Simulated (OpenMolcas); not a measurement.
## Si²⁺: effect of the basis set

* Program: OpenMolcas 26.06
* Method: MS-CASPT2, IPEA 0.25 Eh, imaginary shift 0.1 Eh (closed shells correlated: 2s 2p)
* Active space: 2 electrons in 8 orbitals (3s 3p 4s 4p)
* State averaging: 2S+1 = 3 even, 3 roots; 2S+1 = 1 even, 7 roots; 2S+1 = 3 odd, 3 roots; 2S+1 = 1 odd, 3 roots
* Spin-orbit coupling: state interaction with AMFI integrals over the reference wave functions, term energies averaged over their components

A. ANO-RCC-VTZP [5s4p2d1f], DKH2, point nucleus; CASPT2 step roughly 2.6 core-seconds
B. ANO-R2 [5s4p3d1f], X2C, finite nucleus; CASPT2 step of the order of 2.9 core-seconds
C. ANO-RCC-VQZP [6s5p3d2f1g], DKH2, point nucleus; CASPT2 step roughly 6 core-seconds
D. ANO-RCC [8s7p5d4f2g], DKH2, point nucleus; CASPT2 step of the order of 12 core-seconds

Energies in cm-1 above 3s2 1S0, the measured ground level; measured values from NIST levels in Kelleher and Podobedova, J. Phys. Chem. Ref. Data 37, 1285 (2008).

```csv
Level,A,B,C,D,Measured
3s2 1S0,0.0,0.0,0.0,0.0,0.0
3s 3p 3P* 0,52020,52180,52150,52620,52725
3s 3p 3P* 1,52130,52290,52260,52730,52853
3s 3p 3P* 2,52340,52510,52480,52950,53115
3s 3p 1P* 1,85050,84310,84300,83900,82884
```

Deviations, from unrounded energies. A percentage is the sum of absolute deviations over the sum of measured energies, with the sign that they share, or ± where signs differ.

| Against measurement | Levels | A | B | C | D |
| --- | --- | --- | --- | --- | --- |
| mean absolute deviation (cm-1) | 4 | 1100 | 780 | 810 | 350 |
| other configurations (%) | 4 | ±1.8 | ±1.3 | ±1.3 | ±0.6 |

D lies closest to measurement on these levels and A furthest from it. The largest miss of D in the table is 3s 3p 1P* 1, by +1000 cm-1. The ranking rests on the paired levels alone, and a cruder setting can come out closer through cancelling errors.

Among A to D the level of the table that moves most is 3s 3p 1P* 1, by 1200 cm-1 (lowest in D, highest in A). Moves below CASPT2's spread within the term are not significant.

Over all roots computed the reference weight is 0.90 to 1.00 in A, 0.89 to 0.99 in B, 0.90 to 0.99 in C, 0.89 to 0.99 in D; the roots of lowest weight are the least certain, and an intruder state may touch them. The run also gave levels led by 3s 4s, which use shells meant for correlation; these and all levels above them are left out (holds for A; C; D). Active for correlation alone: 4p 4s; no level in the range computed is led by a configuration that fills them, so any true level of that kind is missing (holds for B). Measured partners are found by configuration, term and J. A level has none where our copy of the source lacks it or the pairing is in doubt (some pairs that miss far off the trend of their configuration count as doubtful), and it then counts in no deviation. Only configurations of the active space appear. The table leaves out levels that lie high or whose names do not pair safely across all columns.

* marks odd parity.
